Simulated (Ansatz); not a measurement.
A run for Ansatz (an electronic-structure program): U-PBE0/def2-TZVPP on MgAl-, 2S+1 = 3, a spin state set in the input, which need not be the lowest, a point of a bond scan (R = 2.733 Å). Charge -1.

Ansatz 0.2 input:
```yaml
crystal:
  periodic: [false, false, false]
  atoms:
    - {symbol: Mg, position_ang: [0.00000000, 0.00000000, 0.00000000]}
    - {symbol: Al, position_ang: [0.00000000, 0.00000000, 2.73346000]}
basis:
  gaussian:
    orbitals: def2-TZVPP
    pivot_positions_ang: [[0.00000000, 0.00000000, 0.00000000], [0.00000000, 0.00000000, 2.73346000]]
hamiltonian:
  xc: {name: PBE0}
total_charge: -1
magnetization: {spin_polarized: true, initial_magnetization: 2}
output: {forces: true, orbitals: {seedname: ./end}}
```

Program output:

```
WARN ansatz: RAYON_NUM_THREADS=2 ignored (pool sized by the plan → 2); use --threads N
Functional definition: PBE0
integrals: 0.02 GiB planned
588 factors; their error is unknown
mean field: 0.24 GiB planned
mean field evaluation 1: about -12034.2429 eV, gradient 5.1e0 eV
mean field evaluation 2: about -12034.3624 eV, gradient 4.2e0 eV
mean field evaluation 4: about -12034.4625 eV, gradient 5.7e-1 eV
mean field evaluation 8: about -12034.5013 eV, gradient 5.2e-2 eV
mean field evaluation 16: about -12034.5022 eV, gradient 4.1e-4 eV
mean field evaluation 32: about -12034.2791 eV, gradient 3.2e-1 eV
mean field -12034.50215898 eV, -442.2597970640 hartree, gradient 6.9e-6 eV, S^2 2.047570; 6 other end points of the search recorded, 0 dependent functions left out
the calculation of the forces begins
reference -12034.50217968 eV, -442.2597978247 hartree; 14, 12 occupied and 60, 62 virtual orbitals, 588 factors
Total energy: -12034.50217968 eV, -442.2597978247 hartree
Atom 0 at     0.000000     0.000000     0.000000 Å, force    -0.000000     0.000000     0.031489 eV/Å
Atom 1 at     0.000000     0.000000     2.733460 Å, force     0.000000    -0.000000    -0.031489 eV/Å
Dipole moment:    -0.000000    -0.000000    -0.191367 e Å
```

Self-consistency was reached.

Cost: very roughly 4 core-seconds.
